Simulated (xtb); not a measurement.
Input file for xtb: GFN2-xTB on CH5NOSn (SMILES C[O][Sn][NH2]), a point of a torsion scan.

```
$ xtb mol.xyz --gfn 2 --opt vtight --chrg 0 --uhf 0 --input xcontrol
9

C     -1.84794536    -0.15460091     0.22834037
O     -0.58924337    -0.44229501    -0.23364237
Sn     0.78152320     0.85363449     0.29173369
N      2.47136418     0.61146187    -0.82559247
H     -1.98927610     0.91464524     0.52106428
H     -2.12561507    -0.86520204     1.01925132
H     -2.54734962    -0.29051666    -0.64338652
H      2.69478424    -0.37619512    -1.05689525
H      2.46753227     1.24355231    -1.66852294
$constrain
  force constant=1.0
  dihedral: 5,1,2,3,20.0
$end
```

Output:

```
[...]
           -------------------------------------------------
          |                Calculation Setup                |
           -------------------------------------------------



molecular fragmentation (1/2 indicates fragments):
111211222
# atoms in fragment 1/2:     5     4
 fragment masses (1/2) :      148.74       17.03
CMA distance (Bohr)    :   4.011
constraining FC (au)   :  1.0000

           -------------------------------------------------
          |                 G F N 2 - x T B                 |
           -------------------------------------------------

        Reference                      10.1021/acs.jctc.8b01176
      * Hamiltonian:
        H0-scaling (s, p, d)           1.850000    2.230000    2.230000
        zeta-weighting                 0.500000
      * Dispersion:
        s8                             2.700000
        a1                             0.520000
        a2                             5.000000
        s9                             5.000000
      * Repulsion:
        kExp                           1.500000    1.000000
        rExp                           1.000000
      * Coulomb:
        alpha                          2.000000
        third order                    shell-resolved
        anisotropic                    true
        a3                             3.000000
        a5                             4.000000
        cn-shift                       1.200000
        cn-exp                         4.000000
        max-rad                        5.000000


          ...................................................
          :                      SETUP                      :
          :.................................................:
          :  # basis functions                  27          :
          :  # atomic orbitals                  26          :
          :  # shells                           14          :
          :  # electrons                        24          :
          :  max. iterations                   250          :
          :  Hamiltonian                  GFN2-xTB          :
          :  restarted?                      false          :
          :  GBSA solvation                  false          :
          :  PC potential                    false          :
          :  electronic temp.          300.0000000     K    :
          :  accuracy                    1.0000000          :
          :  -> integral cutoff          0.2500000E+02      :
          :  -> integral neglect         0.1000000E-07      :
          :  -> SCF convergence          0.1000000E-05 Eh   :
          :  -> wf. convergence          0.1000000E-03 e    :
          :  Broyden damping             0.4000000          :
          :  net charge                          0          :
          :  unpaired electrons                  0          :
          ...................................................

 iter      E             dE          RMSdq      gap      omega  full diag
   1    -11.5205020 -0.115205E+02  0.179E+01    0.58       0.0  T
   2    -12.8568385 -0.133634E+01  0.286E+01    4.86       1.0  T
   3    -13.3214388 -0.464600E+00  0.170E+01    6.62       1.0  T
   4    -13.8276347 -0.506196E+00  0.534E+00    3.93       1.0  T
   5    -13.8335294 -0.589473E-02  0.587E+00    3.82       1.0  T
   6    -13.7665763  0.669531E-01  0.102E+01    2.40       1.0  T
   7    -13.8591464 -0.925700E-01  0.785E-01    3.71       1.0  T
   8    -13.8564892  0.265719E-02  0.148E+00    3.77       1.0  T
   9    -13.8600666 -0.357739E-02  0.971E-01    3.63       1.0  T
  10    -13.8625997 -0.253311E-02  0.102E-01    3.43       1.0  T
  11    -13.8626007 -0.105183E-05  0.351E-02    3.43       1.0  T
  12    -13.8625886  0.121214E-04  0.801E-02    3.41       1.0  T
  13    -13.8626016 -0.129617E-04  0.139E-02    3.43       2.4  T
  14    -13.8626018 -0.263133E-06  0.129E-03    3.43      25.8  T
  15    -13.8626018  0.228992E-07  0.418E-03    3.43       8.0  T
  16    -13.8626018 -0.245307E-07  0.331E-04    3.43     100.8  T
  17    -13.8626018 -0.107529E-08  0.985E-05    3.43     338.5  T

   *** convergence criteria satisfied after 17 iterations ***

         #    Occupation            Energy/Eh            Energy/eV
      -------------------------------------------------------------
         1        2.0000           -0.8245667             -22.4376
       ...           ...                  ...                  ...
         6        2.0000           -0.5093899             -13.8612
         7        2.0000           -0.5059515             -13.7676
         8        2.0000           -0.4904517             -13.3459
         9        2.0000           -0.4276235             -11.6362
        10        2.0000           -0.4026348             -10.9563
        11        2.0000           -0.3816329             -10.3848
        12        2.0000           -0.3664239              -9.9709 (HOMO)
        13                         -0.2403422              -6.5400 (LUMO)
        14     
[...]
C setup                      ...        0 min,  0.000 sec (  1.777%)
 Dispersion                     ...        0 min,  0.000 sec (  0.699%)
 classical contributions        ...        0 min,  0.000 sec (  0.292%)
 integral evaluation            ...        0 min,  0.000 sec ( 22.635%)
 iterations                     ...        0 min,  0.001 sec ( 28.683%)
 molecular gradient             ...        0 min,  0.001 sec ( 43.500%)
 printout                       ...        0 min,  0.000 sec (  2.164%)

         :::::::::::::::::::::::::::::::::::::::::::::::::::::
         ::                     SUMMARY                     ::
         :::::::::::::::::::::::::::::::::::::::::::::::::::::
         :: total energy             -13.806918872664 Eh    ::
         :: gradient norm              0.000097286075 Eh/a0 ::
         :: HOMO-LUMO gap              3.559581569917 eV    ::
         ::.................................................::
         :: SCC energy               -13.905256016891 Eh    ::
         :: -> isotropic ES            0.037753933636 Eh    ::
         :: -> anisotropic ES          0.007097255470 Eh    ::
         :: -> anisotropic XC          0.001987993062 Eh    ::
         :: -> dispersion             -0.004523359256 Eh    ::
         :: repulsion energy           0.098337073776 Eh    ::
         :: add. restraining           0.000000070451 Eh    ::
         :: total charge              -0.000000000000 e     ::
         :::::::::::::::::::::::::::::::::::::::::::::::::::::

           -------------------------------------------------
          |                Property Printout                |
           -------------------------------------------------

    * Orbital Energies and Occupations

         #    Occupation            Energy/Eh            Energy/eV
      -------------------------------------------------------------
         1        2.0000           -0.8137823             -22.1441
         2        2.0000           -0.6388758             -17.3847
         3        2.0000           -0.5770496             -15.7023
         4        2.0000           -0.5661122             -15.4047
         5        2.0000           -0.4965977             -13.5131
         6        2.0000           -0.4947869             -13.4638
         7        2.0000           -0.4924129             -13.3992
         8        2.0000           -0.4788104             -13.0291
         9        2.0000           -0.4273867             -11.6298
        10        2.0000           -0.3875894             -10.5468
        11        2.0000           -0.3768846             -10.2556
        12        2.0000           -0.3647991              -9.9267 (HOMO)
        13                         -0.2339869              -6.3671 (LUMO)
        14                         -0.1642180              -4.4686
        15                         -0.1517211              -4.1285
        16                         -0.0909206              -2.4741
        17                         -0.0802427              -2.1835
        18                         -0.0435579              -1.1853
        19                         -0.0064861              -0.1765
        20                          0.1153503               3.1388
        21                          0.1780598               4.8453
        22                          0.2208839               6.0106
        23                          0.2286001               6.2205
       ...                                ...                  ...
        26                          0.3843349              10.4583
      -------------------------------------------------------------
                  HL-Gap            0.1308122 Eh            3.5596 eV
             Fermi-level           -0.2993930 Eh           -8.1469 eV

     #   Z          covCN         q      C6AA      α(0)
     1   6 C        3.633     0.063    19.896     6.420
     2   8 O        1.609    -0.446    21.785     6.299
     3  50 Sn       1.592     0.394   447.839    45.551
     4   7 N        2.543    -0.411    30.715     8.231
     5   1 H        0.924     0.008     2.930     2.677
     6   1 H        0.924     0.021     2.725     2.582
     7   1 H        0.924     0.027     2.625     2.534
     8   1 H        0.861     0.185     1.187     1.707
     9   1 H        0.860     0.159     1.341     1.814

 Mol. C6AA /au·bohr⁶  :       1801.008729
 Mol. C8AA /au·bohr⁸  :     108404.180827
 Mol. α(0) /au        :         77.813925


Wiberg/Mayer (AO) data.
largest (>0.10) Wiberg bond orders for each atom

 ---------------------------------------------------------------------------
     #   Z sym  total        # sym  WBO       # sym  WBO       # sym  WBO
 ---------------------------------------------------------------------------
     1   6 C    3.966 --     2 O    1.014     5 H    0.983     6 H    0.981
                             7 H    0.979
     2   8 O    2.170 --     3 Sn   1.094     1 C    1.014
     3  50 Sn   2.544 --     4 N    1.364     2 O    1.094
     4   7 N    3.268 --     3 Sn   1.364     9 H    0.945     8 H    0.930
     5   1 H    1.000 --     1 C    0.983
     6   1 H    1.000 --     1 C    0.981
     7   1 H    0.999 --     1 C    0.979
     8   1 H    0.966 --     4 N    0.930
     9   1 H    0.974 --     4 N    0.945
 ---------------------------------------------------------------------------

Topologies differ in total number of bonds
Writing topology from bond orders to xtbtopo.mol

molecular dipole:
                 x           y           z       tot (Debye)
 q only:        0.577       0.685       0.186
   full:        0.292       1.124       0.569       3.286
molecular quadrupole (traceless):
                xx          xy          yy          xz          yz          zz
 q only:        1.157       2.295       1.448      -1.372       1.347      -2.605
  q+dip:       -1.113       1.294       4.348      -1.296       3.937      -3.235
   full:       -0.418       2.337       3.534      -0.371       2.026      -3.117

           -------------------------------------------------
          |                Geometry Summary                 |
           -------------------------------------------------

      molecular mass/u    :      165.7666604
   center of mass at/Å    :        0.6262327       1.1700295       0.0202478
  moments of inertia/u·Å² :        0.6159682E+02   0.2101972E+03   0.2685990E+03
rotational constants/cm⁻¹ :        0.2736770E+00   0.8019913E-01   0.6276133E-01

 * 6 selected distances

     #   Z          #   Z                                           value/Å
     1   6 C        2   8 O                                       1.3957434 (max)
     1   6 C        5   1 H                                       1.0949402
     1   6 C        6   1 H                                       1.0942535
     1   6 C        7   1 H                                       1.0941310
     4   7 N        8   1 H                                       1.0121570
     4   7 N        9   1 H                                       1.0106107 (min)

 * 3 distinct bonds (by element types)

   Z      Z             #   av. dist./Å        max./Å        min./Å
   1 H    6 C           3     1.0944415     1.0949402     1.0941310
   1 H    7 N           2     1.0113839     1.0121570     1.0106107
   6 C    8 O           1     1.3957434     1.3957434     1.3957434


optimized geometry written to: xtbopt.xyz


           -------------------------------------------------
          | TOTAL ENERGY              -13.806918872664 Eh   |
Note: The following floating-point exceptions are signalling: IEEE_UNDERFLOW_FLAG IEEE_DENORMAL
normal termination of xtb
          | GRADIENT NORM               0.000097286075 Eh/α |
          | HOMO-LUMO GAP               3.559581569917 eV   |
           -------------------------------------------------

------------------------------------------------------------------------
------------------------------------------------------------------------
 total:
 SCF:
 ANC optimizer:
```

The run finished.

Warnings raised: the energy holds the restraint's term.

Cost: about 0.10 core-seconds (a rough figure).
